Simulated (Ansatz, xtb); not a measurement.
# Relaxing a trial structure of F2GaH2Si+

The starting geometry of this gas-phase singlet has its atoms placed at random.

```yaml
atoms:
  - { symbol: F, position_ang: [0.6389, 1.1803, 0.6548] }
  - { symbol: F, position_ang: [1.2590, -0.1221, -0.4151] }
  - { symbol: Ga, position_ang: [-0.9048, -0.5159, 1.8699] }
  - { symbol: Si, position_ang: [-0.1930, 1.3747, -0.6576] }
  - { symbol: H, position_ang: [-1.0227, 0.6464, -1.6232] }
  - { symbol: H, position_ang: [-0.1903, -0.3738, 0.0790] }
```

Task: One run relaxed it with r2SCAN-D4/def2-SVP. What is a likely outcome?

Result: It ends as a structure with F1 bridging Si4 and Ga3, given below by its coordinates. Distances that change by over a tenth: F1–Ga3 (2.60 → 2.15 Å), Ga3–H6 (1.93 → 4.51 Å). Contacts that close: F2–Si4 (2.10 → 1.60 Å), Si4–H6 (1.90 → 1.47 Å).

The energy falls by 9.77 eV over 29 steps:

| step | E − E(last) (eV) |
| --- | --- |
| 1 | 9.770 |
| 4 | 4.932 |
| 7 | 3.262 |
| 10 | 3.179 |
| 13 | 1.588 |
| 17 | 0.455 |
| 20 | 0.172 |
| 23 | 0.016 |
| 26 | 0.000 |
| 29 | 0.000 |

Final geometry (Å):

```xyz
6

F    -0.4855    0.4531    0.8769
F     1.5651    0.2618   -0.6437
Ga   -0.3709    0.6321    3.0175
Si   -0.0289    0.2998   -0.7670
H    -0.5078    1.5393   -1.3956
H    -0.5849   -0.9965   -1.1804
```

From the same start GFN2-xTB ends elsewhere, in pieces: F2Si + Ga + H2.

From so rough a start the end depends on the optimiser's path, so another program may land elsewhere. No frequencies were run, so the end isn't proven a minimum. Run with Ansatz 0.2.0, 31 s on 2 threads of Intel(R) Xeon(R) 6975P-C (Granite Rapids), with other jobs on the host.
